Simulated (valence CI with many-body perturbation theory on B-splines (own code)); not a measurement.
Hg⁷⁵⁺: what the settings do

Computed by valence CI with perturbative core correlation (CI+MBPT): three valence electrons over a frozen Dirac-Fock core [He], a basis of 6 s, 6 p, 5 d, 3 f, 1 g functions for each j, with the one-electron correlation potential Σ1, the two-electron term Σ2, the three-electron term Σ3, Breit, model QED; selected CI, second order for the rest, scaled by the run's own slope (own B-spline code, finite nucleus).

No measured spectrum was set against this ion. As an estimate, large intervals hold to a few tenths of a per cent, small ones and those within an open d or f shell to about a per cent.

The reference run has the lowest level (2s^2 2p1/2) J=1/2 and an ionisation energy of 22576.1 eV. Its largest variational space holds 3237 state functions.

Levels are named by their leading jj configuration (3d3/2^4 stands for four electrons in 3d with j = 3/2), which in mixed levels can hold well under half, so a name can repeat and another be missing. Letters in brackets count levels of one name in rising energy.

Changed runs:
A. correlating orbitals by l 3 3 3 2 1 → 5 1 5 3 1
B. Breit term on → off; natural orbitals for correlation on → off
C. core polarisation of operators on → off
D. correlating orbitals by l 3 3 3 2 1 → 0 0 0 0 0 (bad on purpose)

Excitation energies of the reference run in × 10³ cm⁻¹, and shifts in cm⁻¹:

```tsv
Level	Reference	A	B	C	D
(2s 2p1/2^2) J=1/2	2514.6	-114	-215110	0	+1728
(2s^2 2p3/2) J=3/2	16910	-396	+221183	0	-2530
(2s 2p1/2 2p3/2) J=3/2 [a]	18690	-229	+22763	0	-5662
(2s 2p1/2 2p3/2) J=5/2	19031	-424	+138520	0	-2838
(2s 2p1/2 2p3/2) J=1/2	19694	-292	+20689	0	+481
(2s 2p1/2 2p3/2) J=3/2 [b]	19708	-301	+82992	0	+1736
(2p1/2^2 2p3/2) J=3/2	22301	-643	-150123	0	+3673
(2s 2p3/2^2) J=5/2	35743	-598	+308727	0	-6209
(2s 2p3/2^2) J=1/2	36727	-581	+199946	0	-420
(2s 2p3/2^2) J=3/2	36731	-498	+272772	0	+32
(2p1/2 2p3/2^2) J=3/2	38760	-759	+72050	0	-3172
(2p1/2 2p3/2^2) J=5/2	38942	-802	+181293	0	+305
Ionisation energy (eV)	22576.1	-0.11	+43.1	0	-1.3
```

No effect on these energies: C.
